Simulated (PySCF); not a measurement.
Correlation energy of Ba⁺ (barium, charge +1)

[Xe] 5d1, 2D determinant (an excited configuration). Calculation: PySCF 2.14, in def2-QZVPPD with the def2 core potential (46 electrons) (7s5p3d2f1g, 60 functions); scalar relativity through the core potential. Frozen: nothing; 9 electrons correlated.

MP2 pair energies summed by pair of shells (mhartree):

```json
{"pair": "5p-5p", "energy": "-102.97", "share (%)": "64.5"}
{"pair": "5s-5p", "energy": "-27.23", "share (%)": "17.1"}
{"pair": "5p-5d", "energy": "-21.80", "share (%)": "13.7"}
{"pair": "5s-5s", "energy": "-4.92", "share (%)": "3.1"}
{"pair": "5s-5d", "energy": "-2.64", "share (%)": "1.7"}
```

Total MP2 correlation energy: -159.55 mhartree.

Same-spin part -38.89 and opposite-spin part -120.66 mhartree; SCS-MP2 scales them by 1/3 and 6/5 to -157.76 mhartree.

The basis has no tight functions for the innermost shells, so their pair energies are far from complete.

This basis was not built for core-valence correlation, so the inner-shell part is incomplete.
